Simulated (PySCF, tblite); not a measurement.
A set of runs on `[O+]=C1C[C@@H](F)O[C@@H]1F` [radical]; the geometry of each is named by its level. Settings lines and outputs come from a driver script.

C4H4F2O2 (charge +1 and doublet state).
SMILES with atom numbers: `[O+:1]=[C:2]1[CH2:3][C@@H:4]([F:5])[O:6][C@@H:7]1[F:8]` (hydrogens: H9, H10 on C3; H11 on C4; H12 on C7)

Step 1: GFN2-xTB geometry optimisation, gas phase (tblite 0.8.0) (from a force-field or distance-geometry start)
```json
{"job": {"kind": "relax", "xc": "GFN2-xTB", "basis": "xTB"}, "charge": 1, "multiplicity": 2}
```
```
step      E/eV     max force
  0    -750.93121    6.072
  1    -750.97217    9.733
  2    -751.34398    1.690
...
 62    -752.10418    0.015
 63    -752.10420    0.018
 64    -752.10423    0.016
 65    -752.10424    0.013
 66    -752.10425    0.007
```

Energy lowered by 27.1 kcal/mol over 66 steps; largest atomic force 0.007 eV/Å at the end. «max force» is the largest atomic force in eV/Å.

Time: 0.26 s of wall time. Hardware: one thread, Arm Neoverse V2 (aarch64), no GPU (shared host).

Step 2: GFN2-xTB harmonic vibrations, gas phase (tblite 0.8.0) (on the GFN2-xTB geometry)
```json
{"job": {"kind": "ir", "xc": "GFN2-xTB", "basis": "xTB"}, "charge": 1, "multiplicity": 2}
```
```
(table of modes left out)
```

30 modes from 84 to 2952 cm⁻¹ (unscaled, harmonic); zero-point energy 47.6 kcal/mol; all wavenumbers are real at this level.

The run took 0.22 s wall on one thread, Arm Neoverse V2 (aarch64), shared host.

Step 3: UKS B3LYP, pcH-1 on C F H O, non-relativistic, mean-field spin-orbit, GIAO (PySCF 2.14.0) (on the GFN2-xTB geometry)
```json
{"job": {"kind": "epr", "basis": "pcH-1"}, "charge": 1, "multiplicity": 2}
```
```
...
E = -504.61028919 Eh   <S^2> = 0.7547 (exact 0.7500)
g shifts (ppm)      1          2          3
  rmc          -291       -291       -291
  gc             30         23         19
  oz_so        -976       2444       6875
  total       -1236       2177       6603
hyperfine (MHz)  atom isotope    a_iso     a_fc   dipolar eigenvalues
    0   17O     -25.12     -25.12   -128.15     59.28     68.86
    1   13C     -37.64     -37.64    -20.80     -6.75     27.55
    2   13C      21.11      21.11    -15.09    -13.43     28.52
    3   13C      -3.50      -3.50     -1.80     -0.25      2.05
    4   19F      -4.55      -4.55     -7.92     -4.51     12.42
    5   17O     -17.35     -17.35    -53.55     26.44     27.10
    6   13C       5.60       5.60    -27.67    -25.31     52.98
    7   19F      51.07      51.07   -145.52   -143.01    288.53
    8    1H      -9.66      -9.66     -7.42     -0.86      8.29
    9    1H       3.29       3.29     -6.57     -0.77      7.34
   10    1H       5.12       5.12     -3.23     -1.30      4.53
   11    1H     127.51     127.51    -11.50     -4.69     16.19
```

⟨S²⟩ 0.755; g_iso 2.0048. rmc, gc and oz_so are the mass-correction, gauge-correction and orbital-Zeeman/spin–orbit parts of the g shift along its three principal axes; a_iso is the isotropic hyperfine coupling and a_fc its Fermi-contact part. The log counts atoms from 0, this text from 1.

Hardware: Arm Neoverse V2, one thread, shared host with 96 logical CPUs at a one-minute load of 57. Cost: 44 s of wall time (grids of density and orbitals included), 0.97 GiB resident at most.

Geometry of the electronic-property runs (GFN2-xTB):
```
atom  x, y, z in Å
O1     1.1421    1.7285    1.1463
C2     0.5129    0.9104    0.6256
C3    -0.8988    0.6536    0.2615
C4    -0.8887   -0.6488   -0.5678
F5    -0.6710   -0.3283   -1.8644
O6     0.2155   -1.3688   -0.0789
C7     1.2645   -0.5559    0.0459
F8     2.1502   -0.9919    0.9031
H9    -1.3107    1.5029   -0.3004
H10   -1.4817    0.5529    1.1872
H11   -1.7826   -1.2807   -0.5081
H12    1.7495   -0.1747   -0.8760
```

 (This holds for the electronic-property runs.)

One conformer stands for the species.
